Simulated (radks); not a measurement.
Values are calculated unless marked as measured or tabulated.
Spin polarisation of the 2p1 shell in B. Start: [He] 2s2 2p(up 0.5, down 0.5); electrons of 2p are moved from spin down to spin up, other shells keep equal spins. Code: a radial shooting solver on a logarithmic mesh with Libxc functionals. Model: non-relativistic Kohn-Sham, PBEsol, spin-polarised, spherical densities, point nucleus.

moment (Bohr magnetons)  E - E(0) (eV)  e(2p up) (eV)  e(2p down) (eV)  2s down minus up (eV)  1s down minus up (eV)
0                                0.000         -3.557           -3.557                  0.000                  0.000
0.25                            -0.017         -3.685           -3.413                  0.299                  0.074
0.5                             -0.068         -3.798           -3.252                  0.599                  0.148
0.75                            -0.154         -3.895           -3.074                  0.901                  0.222
1                               -0.274         -3.977           -2.875                  1.206                  0.294

At moment 1 the spin-polarisation energy is -0.274 eV and the 2p exchange splitting 1.101 eV, that is 1.101 eV per Bohr magneton; E = -I m^2/4 would give I = 1.095 eV.
